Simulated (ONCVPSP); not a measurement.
**Before and after: ONCV potential for iridium (Ir)**

- Element: iridium
- Generator: ONCVPSP 4.0.1
- Type: optimised norm-conserving Vanderbilt (ONCV)
- Functional: revPBE
- Relativity: scalar-relativistic
- Frozen core: [Kr] 4d10 4f14
- Valence charge: 17
- Reference configuration: 5s2 5p6 5d7 (charge +2)
- Partial waves: 5s: rc 1.10 bohr, ncon 4, nbas 8, qcut 6.6 1/bohr, 2 projectors, debl 3.8 Ha; 5p: rc 1.30 bohr, ncon 4, nbas 7, qcut 7 1/bohr, 2 projectors, debl 3.4 Ha; 5d: rc 1.50 bohr, ncon 3, nbas 8, qcut 7.3 1/bohr, 2 projectors, debl 2 Ha
- Local potential: polynomial inside 1.00 bohr (lpopt 1, dvloc0 0 Ha)
- Core correction: Teter function, fcfact 2.75, rcfact 1.65

In the s channel the program set the typed energies aside and used -4.247, 0.250 Ha.

Change: s: qcut 7.2; p: qcut 7.6; d: qcut 8.

Cutoffs: the cutoffs (Ha) at which the residual kinetic energy of the hardest occupied pseudo-wave falls to 1 and 0.1 mHa per electron; they do not see the model core or the augmentation charge, which bear on the density cutoff. Errors are all-electron minus pseudo energies relative to the spin-unpolarised reference configuration.

Problem. What does the change do?

Solution. The potential gets softer (129 Ha and 152 Ha → 111 Ha and 145 Ha); of the 4 tests that both files solve, the error grows in 1 and shrinks in 0 by more than 15 % and 0.3 meV (median size 2.2 → 2.3 meV); neither file shows a bound ghost.

```csv
quantity,base,changed
"cutoff, loose",129 Ha,111 Ha
"cutoff, tight",152 Ha,145 Ha
loose cutoff by channel,"s 129 Ha, p 64 Ha, d 18 Ha","s 111 Ha, p 37 Ha, d 18 Ha"
bound ghosts,none,none
GHOST(+) flags under 300 eV,s at 207.0 eV,s at 196.3 eV
"error for 5s2 5p6 5d7 6s2, meV [ΔE -27.12 eV]",+0.8,+1.3
"error for 5s2 5p6 5d7 6s1, meV [ΔE -17.33 eV]",+3.0,+3.2
"error for 5s2 5p6 5d6, meV [ΔE 30.46 eV]",-13,-13
"error for 5s2 5p6 5d8, meV [ΔE -18.63 eV]",-1.3,-1.3
s: phases at 1.12 bohr within 0.05 rad from the reference energy up to (Ha; the scan ends near 5),to the end of the scan,to the end of the scan
p: phases at 1.32 bohr within 0.05 rad from the reference energy up to (Ha; the scan ends near 5),to the end of the scan,to the end of the scan
d: phases at 1.52 bohr within 0.05 rad from the reference energy up to (Ha; the scan ends near 5),to the end of the scan,to the end of the scan
"rms error of d²Exc/dni dnj with the model core, mHa",1.82,1.71
```
